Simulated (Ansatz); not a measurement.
Steps of a relaxation of C₅H₁₄FGeNO, SMILES `CC[N](C)[Ge]([CH3])([F])[O]C` with RKS PBE-D4/def2-SVP.

```sh
$ ansatz run in.yaml --threads 5 --pin off --events-out ev --progress --plain --max-ram 66560MiB --backend cuda --devices 0, --max-vram 37GiB
```

```yaml
crystal:
  periodic: [false, false, false]
  atoms:
    - {symbol: C, position_ang: [0.242800, -1.111800, -2.445400]}
    - {symbol: C, position_ang: [-0.863100, -0.975500, -1.357100]}
    - {symbol: N, position_ang: [-0.265100, -0.865900, -0.039000]}
    - {symbol: C, position_ang: [-1.140200, -1.172700, 1.015900]}
    - {symbol: Ge, position_ang: [0.433700, 0.866400, 0.266000]}
    - {symbol: C, position_ang: [-0.928300, 2.236000, -0.078600]}
    - {symbol: F, position_ang: [1.844200, 1.188100, -0.746700]}
    - {symbol: O, position_ang: [0.976500, 1.046000, 2.000100]}
    - {symbol: C, position_ang: [2.089500, 0.258700, 2.235100]}
    - {symbol: H, position_ang: [0.948600, -1.842700, -2.180500]}
    - {symbol: H, position_ang: [0.691900, -0.091800, -2.579600]}
    - {symbol: H, position_ang: [-0.274700, -1.334100, -3.399000]}
    - {symbol: H, position_ang: [-1.516500, -1.876700, -1.433100]}
    - {symbol: H, position_ang: [-1.570000, -0.108200, -1.536500]}
    - {symbol: H, position_ang: [-2.092400, -0.515900, 0.973200]}
    - {symbol: H, position_ang: [-1.558500, -2.197700, 0.928100]}
    - {symbol: H, position_ang: [-0.735700, -1.076300, 2.023300]}
    - {symbol: H, position_ang: [-1.163400, 2.262700, -1.147900]}
    - {symbol: H, position_ang: [-0.547300, 3.204700, 0.246600]}
    - {symbol: H, position_ang: [-1.892900, 2.000700, 0.502800]}
    - {symbol: H, position_ang: [2.910400, 0.630500, 1.569900]}
    - {symbol: H, position_ang: [2.407500, 0.267800, 3.244500]}
    - {symbol: H, position_ang: [1.907700, -0.799200, 1.923500]}
basis:
  gaussian: {orbitals: def2-SVP}
hamiltonian: {xc: pbe, dispersion: d4}
relax: {f_tol: 0.03, max_steps: 200}
```

Positions (Å) and forces (eV/Å) along the path, 6 of 10 steps:

```xyz
23
step=1 energy=-68148.7544 eV
C     0.243   -1.112   -2.445   -2.603    2.770   -0.386
C    -0.863   -0.976   -1.357    0.381   -0.201   -0.605
N    -0.265   -0.866   -0.039    1.733    0.595   -0.381
C    -1.140   -1.173    1.016   -2.750    0.071    0.391
Ge    0.434    0.866    0.266   -0.722    0.415    0.535
C    -0.928    2.236   -0.079   -0.846   -0.740    0.808
F     1.844    1.188   -0.747   -0.037   -0.161    0.026
O     0.977    1.046    2.000   -1.559    0.540   -0.854
C     2.090    0.259    2.235    0.879   -0.798   -2.330
H     0.949   -1.843   -2.180    1.423   -1.384    0.479
H     0.692   -0.092   -2.580    0.333   -0.618    0.019
H    -0.275   -1.334   -3.399    0.238   -0.213   -0.137
H    -1.516   -1.877   -1.433    0.100   -0.040    0.409
H    -1.570   -0.108   -1.536    0.216   -0.279   -0.340
H    -2.092   -0.516    0.973    0.498   -0.395    0.344
H    -1.558   -2.198    0.928    0.179   -0.240   -0.052
H    -0.736   -1.076    2.023    0.503    0.172    0.417
H    -1.163    2.263   -1.148   -0.073    0.072   -0.358
H    -0.547    3.205    0.247    0.150    0.487    0.129
H    -1.893    2.001    0.503    1.092    0.179   -0.587
H     2.910    0.630    1.570    0.334   -0.290    0.409
H     2.408    0.268    3.244    0.388    0.204    1.835
H     1.908   -0.799    1.923    0.145   -0.145    0.229
23
step=4 energy=-68149.3873 eV
C     0.224   -1.084   -2.469    0.122   -0.124    0.043
C    -0.849   -1.078   -1.384   -0.060   -0.012    0.060
N    -0.338   -0.745   -0.047   -0.085    0.085   -0.052
C    -1.218   -1.186    1.034    0.069   -0.066    0.035
Ge    0.320    0.973    0.224    0.029   -0.083    0.001
C    -0.913    2.457   -0.013    0.062    0.039   -0.016
F     1.673    1.179   -0.897   -0.013    0.013   -0.006
O     1.003    1.033    1.876    0.050   -0.043   -0.035
C     2.094    0.173    2.189   -0.017    0.017    0.145
H     1.031   -1.802   -2.203   -0.070    0.065   -0.030
H     0.704   -0.095   -2.594   -0.014    0.025   -0.004
H    -0.209   -1.390   -3.442   -0.010    0.013    0.013
H    -1.296   -2.097   -1.312    0.032    0.037   -0.006
H    -1.701   -0.412   -1.696    0.028   -0.031    0.028
H    -2.248   -0.743    1.008    0.026   -0.014   -0.022
H    -1.342   -2.294    0.995    0.021    0.090    0.013
H    -0.768   -0.930    2.017   -0.053   -0.011   -0.080
H    -1.169    2.553   -1.086    0.004    0.002    0.025
H    -0.452    3.399    0.341   -0.005   -0.037   -0.008
H    -1.835    2.260    0.564   -0.053    0.008    0.030
H     3.012    0.432    1.614   -0.025    0.010   -0.013
H     2.320    0.289    3.273   -0.024   -0.014   -0.111
H     1.863   -0.901    1.995   -0.012    0.030   -0.008
23
step=5 energy=-68149.3962 eV
C     0.234   -1.096   -2.464    0.053   -0.021   -0.045
C    -0.845   -1.106   -1.386    0.025    0.006    0.072
N    -0.353   -0.723   -0.058   -0.121   -0.044   -0.003
C    -1.215   -1.183    1.029    0.052    0.017   -0.017
Ge    0.309    0.988    0.209   -0.017    0.003   -0.036
C    -0.901    2.498    0.015   -0.005    0.017   -0.010
F     1.645    1.201   -0.931   -0.010    0.003    0.002
O     1.003    1.036    1.852    0.072   -0.034    0.069
C     2.073    0.154    2.177   -0.071    0.049   -0.029
H     1.061   -1.782   -2.190   -0.034    0.027    0.002
H     0.679   -0.091   -2.604   -0.021   -0.018   -0.004
H    -0.191   -1.427   -3.433    0.006    0.008   -0.001
H    -1.249   -2.140   -1.291    0.011    0.018   -0.003
H    -1.720   -0.481   -1.712    0.013   -0.013    0.005
H    -2.270   -0.804    0.971    0.054   -0.031    0.004
H    -1.268   -2.297    1.026    0.002    0.067    0.018
H    -0.794   -0.865    2.006   -0.048   -0.020   -0.039
H    -1.178    2.613   -1.051    0.003    0.005    0.017
H    -0.403    3.422    0.366   -0.006   -0.017   -0.004
H    -1.818    2.326    0.611    0.027   -0.003   -0.002
H     2.993    0.390    1.598    0.007   -0.009    0.000
H     2.299    0.273    3.257    0.001   -0.002    0.006
H     1.814   -0.913    1.988    0.007   -0.006   -0.001
23
step=6 energy=-68149.4002 eV
C     0.245   -1.104   -2.465    0.030    0.036   -0.017
C    -0.835   -1.131   -1.387   -0.017   -0.011    0.049
N    -0.370   -0.704   -0.063   -0.050   -0.037   -0.023
C    -1.218   -1.175    1.028   -0.015    0.000   -0.012
Ge    0.296    1.003    0.201    0.001    0.029   -0.058
C    -0.891    2.535    0.038   -0.016    0.003    0.008
F     1.616    1.218   -0.959   -0.006   -0.008    0.008
O     1.007    1.040    1.838    0.045   -0.025    0.054
C     2.055    0.133    2.162   -0.063    0.039   -0.047
H     1.098   -1.751   -2.176   -0.016    0.019   -0.004
H     0.649   -0.084   -2.626   -0.010   -0.038   -0.006
H    -0.167   -1.470   -3.428    0.008    0.005    0.027
H    -1.198   -2.179   -1.274    0.005    0.018    0.005
H    -1.733   -0.550   -1.728    0.024   -0.013    0.008
H    -2.292   -0.859    0.937    0.074   -0.027    0.019
H    -1.208   -2.290    1.067   -0.006    0.071    0.016
H    -0.834   -0.796    1.999   -0.036   -0.030   -0.057
H    -1.193    2.666   -1.019    0.008   -0.004    0.016
H    -0.365    3.445    0.385   -0.008   -0.014   -0.006
H    -1.795    2.377    0.658    0.019    0.003   -0.007
H     2.980    0.347    1.581    0.008   -0.009    0.003
H     2.286    0.250    3.241    0.010   -0.007    0.020
H     1.773   -0.928    1.975    0.009   -0.002    0.002
23
step=8 energy=-68149.4027 eV
C     0.261   -1.099   -2.458    0.011    0.006    0.004
C    -0.819   -1.159   -1.380    0.004   -0.012    0.002
N    -0.387   -0.686   -0.065    0.005   -0.002   -0.030
C    -1.235   -1.151    1.025   -0.013   -0.005    0.022
Ge    0.290    1.017    0.191    0.007    0.011   -0.011
C    -0.886    2.561    0.060    0.002   -0.008    0.006
F     1.599    1.229   -0.980   -0.009   -0.009    0.009
O     1.016    1.039    1.825   -0.003   -0.002   -0.012
C     2.043    0.107    2.135    0.006   -0.009    0.007
H     1.153   -1.678   -2.145   -0.026    0.017   -0.010
H     0.599   -0.064   -2.658   -0.006   -0.020   -0.003
H    -0.125   -1.528   -3.405    0.012    0.011    0.019
H    -1.130   -2.222   -1.249    0.003    0.012    0.003
H    -1.744   -0.630   -1.736    0.016   -0.006    0.009
H    -2.316   -0.879    0.906    0.002    0.002   -0.003
H    -1.188   -2.261    1.108   -0.002    0.008   -0.006
H    -0.887   -0.729    1.989    0.001   -0.001   -0.001
H    -1.217    2.695   -0.987    0.002   -0.003    0.004
H    -0.342    3.464    0.394   -0.002    0.000   -0.002
H    -1.772    2.409    0.707   -0.003    0.004    0.000
H     2.974    0.304    1.557   -0.004    0.003    0.001
H     2.280    0.202    3.216   -0.003    0.000   -0.006
H     1.738   -0.946    1.936    0.000    0.005   -0.001
23
step=10 energy=-68149.4035 eV
C     0.270   -1.089   -2.452   -0.003   -0.011    0.004
C    -0.804   -1.183   -1.371    0.008    0.001   -0.008
N    -0.391   -0.683   -0.061   -0.005   -0.008    0.002
C    -1.259   -1.127    1.023   -0.001    0.001   -0.001
Ge    0.290    1.019    0.187    0.004    0.004    0.012
C    -0.885    2.564    0.072   -0.003    0.002   -0.004
F     1.593    1.227   -0.990   -0.001    0.000   -0.001
O     1.027    1.034    1.817   -0.007    0.005   -0.011
C     2.046    0.091    2.119    0.011   -0.011    0.010
H     1.192   -1.613   -2.131   -0.015    0.007   -0.005
H     0.552   -0.043   -2.679   -0.002   -0.002    0.002
H    -0.095   -1.558   -3.387    0.005    0.002   -0.001
H    -1.073   -2.256   -1.231    0.004    0.006   -0.001
H    -1.749   -0.694   -1.730    0.006   -0.002    0.003
H    -2.335   -0.847    0.886    0.000    0.000   -0.001
H    -1.223   -2.236    1.118    0.000    0.002   -0.002
H    -0.918   -0.697    1.987    0.002    0.001    0.005
H    -1.239    2.690   -0.968   -0.001    0.001    0.002
H    -0.332    3.470    0.385    0.001   -0.002   -0.001
H    -1.756    2.419    0.740    0.000   -0.001    0.000
H     2.983    0.298    1.555   -0.001    0.002    0.002
H     2.271    0.161    3.204   -0.003    0.000   -0.006
H     1.738   -0.956    1.891    0.000    0.004   -0.001
```

It took 35 s on 5 threads of an AMD EPYC 7R13 on a shared host and a share of an NVIDIA H100 80 GB, with 0.88 GiB of host memory at the peak.
